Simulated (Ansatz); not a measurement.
`N[SiH2]I` + CH₃NH₂ → `CN[SiH2]N` + HI at 500 K and 1 bar (ligand exchange at the Si–I bond).

Calculated with Ansatz (gas phase, PBE0-D4/def2-TZVP geometries, no zero-point term in ΔE). CCSD(T)/CBS adds triple-zeta CCSD(T) − MP2 to the extrapolated MP2 energy (def2 sets, frozen cores). Elements past krypton have def2 core potentials. For I outer-core shells are correlated without core-valence functions, which leaves a few kJ/mol of doubt a bond. Each species was taken in one conformer, which may not be the lowest.

```json
{"species": "`N[SiH2]I`", "CCSD(T)/CBS energy (Eh)": "-643.69654", "H − E (kJ/mol)": "150.2", "S (J/(mol·K))": "360.6"}
{"species": "CH₃NH₂", "CCSD(T)/CBS energy (Eh)": "-95.75281", "H − E (kJ/mol)": "191.8", "S (J/(mol·K))": "270.3"}
{"species": "`CN[SiH2]N`", "CCSD(T)/CBS energy (Eh)": "-441.39942", "H − E (kJ/mol)": "303.7", "S (J/(mol·K))": "396.1"}
{"species": "HI", "CCSD(T)/CBS energy (Eh)": "-298.03592", "H − E (kJ/mol)": "28.6", "S (J/(mol·K))": "221.6"}
```

H − E and S are ideal-gas, rigid-rotor, harmonic terms from PBE0-D4/def2-TZVP, for one conformer and one mirror image of each species. 1 Eh = 2625.50 kJ/mol, R = 8.31446 J/(mol·K).

By hand: ΔE, ΔH, ΔS and ΔG.

ΔE = (-441.39942) + (-298.03592) − (-643.69654) − (-95.75281) = 0.01401 Eh = 36.8 kJ/mol. Δ(H − E) = 303.7 + 28.6 − 150.2 − 191.8 = -9.7, so ΔH = 27.1 kJ/mol. ΔS = 396.1 + 221.6 − 360.6 − 270.3 = -13.2 J/(mol·K). ΔG = 27.1 − 500 × (-13.2)/1000 = 33.7 kJ/mol.

By hand: the equilibrium constant, and the temperature at which ΔG would vanish if ΔH and ΔS stayed fixed.

log₁₀ K = −ΔG/(RT ln 10) = -3.5. ΔH and −TΔS have one sign here, so there is no such temperature.

The number of gas molecules stays the same, so ΔS is small and ΔH decides. A doubt of 5 kJ/mol in ΔE shifts log₁₀ K by 0.5 here. Other conformers and mirror images would add mixing entropy, several J/(mol·K) or more a flexible species. These are equilibria of isolated gas molecules and say nothing of rates. Largest T1 diagnostic: 0.010 (customary marks: 0.02 for closed shells, 0.045 for open ones).
